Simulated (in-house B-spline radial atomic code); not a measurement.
A run on Pr- that did not converge. Method: scalar-relativistic (X2C) Hartree-Fock, spin-polarised, averaged over the determinants with the given up and down occupations, Fermi nucleus of rms radius 4.8919 fm; computed with a B-spline radial code for spherical atoms.

Command:
```bash
python run_scf.py task.json out
```
Settings (nuclear radius in fm, mass in u):
```
Z                59
configuration    [Xe] 4f4 6s2
hamiltonian      x2c
method           hf
spin_polarised   True
nucleus          fermi
rms_radius       4.8919
atomic_mass      140.90766
speed_of_light   137.035999084
```

First and last ten iterations of the last attempt (damped for 15 steps, keeping 80 % of the old Fock matrix, then DIIS):
```
 iter        energy (Eh)    residual
    1       -9223.375394    5.38e-01
    2       -9223.526493    4.97e-01
    3       -9228.097282    3.21e-01
    4       -9230.472902    2.02e-01
    5       -9231.674544    1.27e-01
    6       -9232.264559    8.77e-02
    7       -9232.545704    5.81e-02
    8       -9232.676778    3.66e-02
    9       -9229.331717    1.68e-01
   10       -9232.312268    8.40e-02
  111       -9232.805041    4.05e-04
  112       -9232.804856    4.64e-04
  113       -9232.804824    3.61e-04
  114       -9232.804794    3.92e-04
  115       -9232.804770    6.07e-04
  116       -9232.804665    8.58e-04
  117       -9232.804757    4.72e-04
  118       -9232.804733    4.64e-04
  119       -9232.804773    9.72e-05
  120       -9232.804835    3.62e-04
 not converged after 120 iterations
```

The smallest residual met was 9.7e-05; the threshold is about 6e-07. No energy from this run should be used.Radii and densities under X2C are those of the two-component orbitals, without the picture-change correction, which makes inner s shells of heavy atoms about 5 % too small.
